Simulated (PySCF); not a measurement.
C7H11NSSi.
Cartesian coordinates in Å at the PBE0-D3(BJ)/def2-SVP level; atoms count from 1:
```
atom  x, y, z in Å
C1     3.8773    0.6183   -0.6881
S2     3.1180    1.2771    0.8012
C3     1.4456    0.7248    0.6722
C4     0.9226   -0.0016   -0.4008
C5    -0.4147   -0.3915   -0.4147
C6    -1.2786   -0.0687    0.6408
N7    -2.6120   -0.4546    0.6303
Si8   -3.4517   -1.3334   -0.6216
C9    -0.7461    0.6628    1.7169
C10    0.5850    1.0496    1.7317
H11    3.8239   -0.4802   -0.7221
H12    3.4319    1.0442   -1.5997
H13    4.9335    0.9168   -0.6414
H14    1.5516   -0.2768   -1.2483
H15   -0.7849   -0.9598   -1.2729
H16   -3.1404   -0.1652    1.4438
H17   -4.8528   -1.4666   -0.1300
H18   -2.8574   -2.6860   -0.8530
H19   -3.4327   -0.6067   -1.9287
H20   -1.3930    0.9308    2.5570
H21    0.9682    1.6164    2.5844
```

Method: PBE0-D3(BJ)/def2-SVP geometry optimisation, gas phase (PySCF).

Masses are those of the commonest isotopes; rigid-rotor values at the optimised geometry. The values belong to one conformer with, in the numbering `[CH3:1][S:2][c:3]1[cH:4][cH:5][c:6]([NH:7][SiH3:8])[cH:9][cH:10]1`, C1–S2–C3–C4 -2°, C5–C6–N7–Si8 -1°.

Task: Give the principal moments of inertia and the rotational constants in MHz.

Result: Ia = 168.75, Ib = 1218.78, Ic = 1378.32 u·Å²; 505379 MHz·u·Å²/I gives A = 2995, B = 414.7, C = 366.7 MHz.

Task: Classify the top.

Result: A near-prolate asymmetric top. Ray's parameter κ = (2B − A − C)/(A − C) = -0.963; −1 is the prolate and +1 the oblate limit.

Task: Is it planar, by Δ = Ic − Ia − Ib?

Result: Not planar: Δ = Ic − Ia − Ib = -9.22 u·Å². For a rigid frame Δ = −2 Σ m c², so Σ m c² = 4.61 u·Å² lies off the ab plane: 4.57 from hydrogen and 0.04 from heavier atoms. The atom farthest from that plane is 1.23 Å away.

Task: Predict some low-J microwave lines.

Result: The dipole components are |μa| = 1.10 D, |μb| = 0.48 D, |μc| = 0.04 D. Intensities carry the squares of the components, which stand as 1.00 : 0.19 : 0.00 (a : b : c). Some lines, for components of 0.1 D or more:

```json
{"type": "a", "branch": "R", "J(Ka,Kc)": "2(1,2) ← 1(1,1)", "MHz": "1515", "lower level (cm⁻¹)": "0.112"}
{"type": "a", "branch": "R", "J(Ka,Kc)": "2(0,2) ← 1(0,1)", "MHz": "1562", "lower level (cm⁻¹)": "0.026"}
{"type": "a", "branch": "R", "J(Ka,Kc)": "3(1,3) ← 2(1,2)", "MHz": "2272", "lower level (cm⁻¹)": "0.163"}
{"type": "a", "branch": "R", "J(Ka,Kc)": "3(0,3) ← 2(0,2)", "MHz": "2341", "lower level (cm⁻¹)": "0.078"}
{"type": "a", "branch": "R", "J(Ka,Kc)": "3(2,2) ← 2(2,1)", "MHz": "2344", "lower level (cm⁻¹)": "0.426"}
{"type": "a", "branch": "R", "J(Ka,Kc)": "3(2,1) ← 2(2,0)", "MHz": "2347", "lower level (cm⁻¹)": "0.426"}
{"type": "b", "branch": "Q", "J(Ka,Kc)": "1(1,0) ← 1(0,1)", "MHz": "2628", "lower level (cm⁻¹)": "0.026"}
{"type": "b", "branch": "Q", "J(Ka,Kc)": "4(1,3) ← 4(0,4)", "MHz": "2852", "lower level (cm⁻¹)": "0.260"}
{"type": "a", "branch": "R", "J(Ka,Kc)": "4(1,4) ← 3(1,3)", "MHz": "3028", "lower level (cm⁻¹)": "0.238"}
{"type": "a", "branch": "R", "J(Ka,Kc)": "4(0,4) ← 3(0,3)", "MHz": "3119", "lower level (cm⁻¹)": "0.156"}
{"type": "a", "branch": "R", "J(Ka,Kc)": "4(3,2) ← 3(3,1)", "MHz": "3127", "lower level (cm⁻¹)": "0.938"}
{"type": "a", "branch": "R", "J(Ka,Kc)": "4(3,1) ← 3(3,0)", "MHz": "3127", "lower level (cm⁻¹)": "0.938"}
{"type": "b", "branch": "R", "J(Ka,Kc)": "1(1,1) ← 0(0,0)", "MHz": "3361", "lower level (cm⁻¹)": "0.000"}
{"type": "b", "branch": "R", "J(Ka,Kc)": "2(1,2) ← 1(0,1)", "MHz": "4095", "lower level (cm⁻¹)": "0.026"}
{"type": "b", "branch": "Q", "J(Ka,Kc)": "2(2,0) ← 2(1,1)", "MHz": "7741", "lower level (cm⁻¹)": "0.167"}
{"type": "b", "branch": "Q", "J(Ka,Kc)": "2(2,1) ← 2(1,2)", "MHz": "7884", "lower level (cm⁻¹)": "0.163"}
{"type": "b", "branch": "Q", "J(Ka,Kc)": "3(2,2) ← 3(1,3)", "MHz": "7957", "lower level (cm⁻¹)": "0.238"}
{"type": "b", "branch": "R", "J(Ka,Kc)": "3(2,1) ← 2(1,2)", "MHz": "10232", "lower level (cm⁻¹)": "0.163"}
{"type": "b", "branch": "R", "J(Ka,Kc)": "4(2,3) ← 3(1,2)", "MHz": "10794", "lower level (cm⁻¹)": "0.248"}
{"type": "b", "branch": "R", "J(Ka,Kc)": "4(2,2) ← 3(1,3)", "MHz": "11092", "lower level (cm⁻¹)": "0.238"}
{"type": "b", "branch": "Q", "J(Ka,Kc)": "4(3,1) ← 4(2,2)", "MHz": "13013", "lower level (cm⁻¹)": "0.608"}
{"type": "b", "branch": "Q", "J(Ka,Kc)": "3(3,0) ← 3(2,1)", "MHz": "13018", "lower level (cm⁻¹)": "0.504"}
{"type": "b", "branch": "Q", "J(Ka,Kc)": "3(3,1) ← 3(2,2)", "MHz": "13021", "lower level (cm⁻¹)": "0.504"}
{"type": "b", "branch": "Q", "J(Ka,Kc)": "4(3,2) ← 4(2,3)", "MHz": "13023", "lower level (cm⁻¹)": "0.608"}
{"type": "b", "branch": "R", "J(Ka,Kc)": "3(3,1) ← 2(2,0)", "MHz": "15364", "lower level (cm⁻¹)": "0.426"}
{"type": "b", "branch": "R", "J(Ka,Kc)": "3(3,0) ← 2(2,1)", "MHz": "15365", "lower level (cm⁻¹)": "0.426"}
{"type": "b", "branch": "Q", "J(Ka,Kc)": "4(4,0) ← 4(3,1)", "MHz": "18228", "lower level (cm⁻¹)": "1.042"}
{"type": "b", "branch": "Q", "J(Ka,Kc)": "4(4,1) ← 4(3,2)", "MHz": "18228", "lower level (cm⁻¹)": "1.042"}
```

No PBE0-D3(BJ)/def2-SVP frequencies stand behind this structure, so it isn't proved a minimum. These are rigid-rotor constants of the computed structure; measured ground-state constants (B0) also hold zero-point vibration. A rigid rotor knows nothing of internal rotation, which can split or shift real lines. Quadrupole hyperfine structure (14N) is left out.

Time: 4.2 min; peak memory 0.89 GiB. Hardware: an Arm Neoverse V2 with one thread (shared host). That covers the optimisation of the geometry.
